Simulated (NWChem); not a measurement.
# GaCl3; SMILES [Cl][Ga]([Cl])[Cl]

```xyz
4

Ga     0.0000     0.0000     0.0000
Cl    -2.0562     0.5866     0.0000
Cl     1.5362     1.4874     0.0000
Cl     0.5201    -2.0741     0.0000
```
Atoms are numbered in this order, from 1.

Program: NWChem. Structure relaxed at the PBE-D3(BJ)/def2-SVP level. Vertical excitations in the gas phase; the lowest state need not have the same character in each row.

```csv
level,"lowest excitation, singlet (eV)",oscillator strength of that lowest state,"lowest state with f > 0.02, singlet (eV)",oscillator strength of that bright state,orbital gap (eV)
"PBE/aug-cc-pVDZ, TDA",[?],0.000,[?],[?],[?]
"B3LYP/aug-cc-pVDZ, TDA",5.39,0.000,5.83,0.045,6.47
"BHandHLYP/aug-cc-pVDZ, TDA",6.25,0.000,6.68,0.068,9.22
```

Task: Fill in the missing entries.

Result: 
- PBE/aug-cc-pVDZ, TDA, lowest excitation, singlet (eV): 4.91
- PBE/aug-cc-pVDZ, TDA, lowest state with f > 0.02, singlet (eV): 5.34
- PBE/aug-cc-pVDZ, TDA, oscillator strength of that bright state: 0.034
- PBE/aug-cc-pVDZ, TDA, orbital gap (eV): 4.75
